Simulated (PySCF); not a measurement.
`C[CH2][Al]([CH2]C)[N](C)C`, C$_{6}$H$_{16}$AlN

Cartesian coordinates in Å; atom numbers follow the order of the lines, from 1:
```xyz
24

Al    0.2412    0.4220   -0.0139
C     2.2517    0.4057   -0.0515
C     2.8828   -0.3006    1.1610
H     2.6248    1.4393   -0.0880
H     2.6394   -0.0710   -0.9632
H     3.9703   -0.3373    1.0776
H     2.6298    0.2223    2.0824
H     2.5150   -1.3220    1.2493
C    -0.8063    2.1383    0.0206
C    -1.7809    2.3022   -1.1582
H    -0.1067    2.9870    0.0175
H    -1.3792    2.2441    0.9535
H    -2.3594    3.2232   -1.0692
H    -1.2388    2.3310   -2.1025
H    -2.4788    1.4671   -1.2033
N    -0.6440   -1.1520   -0.0002
C    -2.0464   -1.2931    0.3430
C    -0.0381   -2.4295   -0.3248
H    -2.6219   -1.7177   -0.4896
H    -2.4532   -0.3113    0.5868
H    -2.1785   -1.9503    1.2119
H     1.0090   -2.2707   -0.5836
H    -0.0914   -3.1248    0.5227
H    -0.5404   -2.9019   -1.1784
```

Computed with PySCF 2.14.0, GIAO B3LYP/def2-SVP magnetisability, rotational g tensor and spin-rotation constants, non-relativistic, gas phase. Geometry: GFN2-xTB.

(1) Give the nuclear spin-rotation constants along the inertial axes (H = +C I·J) beside the isotropic shieldings.

Results:

(1) Rotational constants 1.5824, 1.2178, 0.7616 GHz. A star marks the isotopologue with that one atom substituted, in its own axes.
```tsv
atom	isotope	Caa (kHz)	Cbb (kHz)	Ccc (kHz)	mean (kHz)	σ (ppm)
Al1	27Al	0.945	0.844	0.465	0.752	390.5
H4	1H	-0.170	0.024	-0.092	-0.080	31.5
H5	1H	-0.153	-0.134	0.001	-0.095	31.2
H6	1H	-0.022	-0.094	-0.076	-0.064	30.5
H7	1H	-0.163	-0.122	0.002	-0.094	30.9
H8	1H	-0.160	0.022	-0.088	-0.075	30.8
H11	1H	-0.171	0.024	-0.092	-0.080	31.4
H12	1H	-0.156	-0.136	0.003	-0.096	31.2
H13	1H	-0.025	-0.093	-0.075	-0.065	30.5
H14	1H	-0.165	-0.126	0.005	-0.095	30.9
H15	1H	-0.160	0.023	-0.088	-0.075	30.8
N16	14N	0.140	0.057	0.035	0.077	188.6
H19	1H	-0.123	-0.065	-0.032	-0.073	29.3
H20	1H	-0.050	-0.057	-0.064	-0.057	28.6
H21	1H	-0.133	-0.066	-0.027	-0.075	29.3
H22	1H	-0.052	-0.056	-0.063	-0.057	28.6
H23	1H	-0.121	-0.068	-0.030	-0.073	29.3
H24	1H	-0.134	-0.063	-0.028	-0.075	29.3
C2	13C*	0.180	0.138	0.088	0.136	186.4
C3	13C*	0.191	0.146	0.093	0.143	181.3
C17	13C*	0.238	0.223	0.130	0.197	150.1
```
For the geometry as given, no vibrational averaging.
